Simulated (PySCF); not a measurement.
# What settings do to a single point of Yb(SH)3

The sound run of Yb(SH)3 (singlet in the valence; each metal's 4f electrons, 13 of them, lie in its core potential, out of spins and levels) uses PySCF 2.14.0, RKS PBE0, Yb lcecp-1-SVP with ECP59, S def2-SVP, H def2-SVP; non-relativistic Hamiltonian with scalar-relativistic core potentials where named; density fitting; no spin-orbit coupling, grid (50, 194), threshold 1e-8 Eh and 55 cycles, at the relaxed geometry:

```xyz
7

Yb    0.0000    0.0000    0.8608
S     2.4950    0.4331    0.8714
H     2.8138   -0.8838    0.9147
S    -1.6225    1.9442    0.8714
H    -0.6415    2.8787    0.9147
S    -0.8725   -2.3773    0.8714
H    -2.1723   -1.9949    0.9147
```

There Yb1 has a Mulliken charge of 0.81 e and the dipole about the centre of mass is 0.01 D. Each run below changes one thing and starts from free metal ions and neutral atoms unless it says otherwise; with 55 cycles, smearing, a level shift and second-order steps follow where DIIS fails, and their cycles count. Energy shifts count from the sound run. On f atoms grids over 110 angular points are at least (60, 302).

```csv
change,outcome,cycles,energy shift (eV),largest force component (eV/Å),charge on Yb1 (e),dipole about the centre of mass (D)
"H7 put 0.5 Å from Yb1, limit 65 cycles",converged,13,113.44,412.32,1.70,3.72
threshold 0.0001,converged,6,0.0000,0.01,0.81,0.01
all coordinates × 0.94,converged,8,0.75,3.24,0.66,0.02
start from a density of up to 30 smeared cycles (not counted),converged,6,0.0000,0.01,0.81,0.01
```

Question: How does the run with this change end: grid (10, 14)?

Answer: outcome converged, cycles 9, energy shift (eV) -2.03, largest force component (eV/Å) 6.56, charge on Yb1 (e) 0.84, dipole about the centre of mass (D) 0.65.

Unsound on purpose, so not properties of the compound: H7 put 0.5 Å from Yb1, limit 65 cycles; grid (10, 14).

Forces carry noise of the integration grid, about 0.01 to 0.03 eV/Å.

An lcecp potential fixes the number of 4f electrons, so in runs with it no electron can move into or out of that shell.
